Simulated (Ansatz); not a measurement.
As(SMe)3 (C3H9AsS3). The state is a singlet with charge 0. Geometry PBE-D4/def2-SVP.

```xyz
16

As    0.128   -0.120    0.145
S     0.954    0.651   -1.826
C     1.920   -0.826   -2.327
H     2.672   -1.106   -1.563
H     2.448   -0.551   -3.260
H     1.252   -1.684   -2.534
S    -0.833    1.833    0.796
C     0.601    2.579    1.663
H     0.971    1.933    2.484
H     0.240    3.532    2.099
H     1.422    2.799    0.954
S    -1.756   -1.053   -0.717
C    -2.391   -1.866    0.800
H    -1.654   -2.573    1.230
H    -3.291   -2.434    0.496
H    -2.682   -1.114    1.560
```

The 6-31G sets use Cartesian d functions. B3LYP takes the VWN-RPA correlation.

Estimate the orbital energies around the gap (eV) in Ansatz with HF/6-31G, PBE-D4/def2-SVP, B97M-V/def2-TZVP, B3LYP-D4/def2-TZVPD, PBE0-D4/def2-TZVPD.


```
orbital  HF/6-31G  PBE-D4/def2-SVP  B97M-V/def2-TZVP  B3LYP-D4/def2-TZVPD  PBE0-D4/def2-TZVPD
HOMO−13    -16.45           -10.68            -11.21               -12.03              -12.33
HOMO−12    -16.25           -10.33            -10.89               -11.75              -12.03
HOMO−11    -16.25           -10.32            -10.89               -11.75              -12.03
HOMO−10    -16.24           -10.31            -10.88               -11.73              -12.01
 HOMO−9    -15.83           -10.11            -10.64               -11.49              -11.74
 HOMO−8    -13.84            -9.20             -9.62               -10.33              -10.61
 HOMO−7    -13.57            -9.09             -9.52               -10.18              -10.45
 HOMO−6    -13.56            -9.09             -9.51               -10.17              -10.45
 HOMO−5    -11.62            -7.58             -8.01                -8.64               -8.88
 HOMO−4    -11.62            -7.58             -8.00                -8.63               -8.88
 HOMO−3    -10.73            -6.64             -7.05                -7.67               -7.89
 HOMO−2     -9.89            -5.52             -6.00                -6.66               -6.90
 HOMO−1     -9.88            -5.51             -6.00                -6.66               -6.89
   HOMO     -9.10            -5.15             -5.62                -6.24               -6.43
   LUMO      2.02            -1.50             -1.49                -1.23               -1.03
 LUMO+1      2.02            -1.50             -1.49                -1.23               -1.03
 LUMO+2      2.81            -0.91             -0.83                -0.67               -0.42
 LUMO+3      5.24             0.58              0.37                 0.08                0.33
 LUMO+4      5.25             0.58              0.38                 0.15                0.39
 LUMO+5      5.50             0.69              0.38                 0.15                0.39
```
